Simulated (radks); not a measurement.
The numbers below are computed, except where a source is named.
Spherical jellium clusters: N electrons in a uniform positive sphere of charge N and radius rs N^(1/3), rs = 4.83 bohr. Level of theory: non-relativistic Kohn-Sham, LDA (Slater exchange, Perdew-Wang correlation), spin-polarised, spherical densities (a radial shooting solver with Libxc functionals). Levels are named by radial order and angular momentum (1s, 1p, 1d, 2s, ...), and open shells are averaged over m.

N = 6, configuration 1s2 1p(up 3, down 1). This is the lowest configuration that the search found. Occupied and some empty levels:

| level | occupation | eigenvalue (eV) | <r> (bohr) |
|---|---|---|---|
| 1s up | 1 | -3.7292 | 5.935 |
| 1s down | 1 | -3.3923 | 5.966 |
| 1p up | 3 | -2.7285 | 7.167 |
| 1p down | 1 | -2.4028 | 7.324 |
| 1d up | 0 | -1.5214 | 8.397 |
| 1d down | 0 | -1.2497 | 8.691 |
| 2s up | 0 | -1.1272 | 8.621 |
| 2s down | 0 | -0.96233 | 8.995 |
| 1f up | 0 | -0.28297 | 10.29 |
| 1f down | 0 | -0.10493 | 11.07 |

Energy (eV): total -10.1347, kinetic 7.6468, external -131.49, Hartree 64.832, exchange-correlation -18.094, background 66.969.
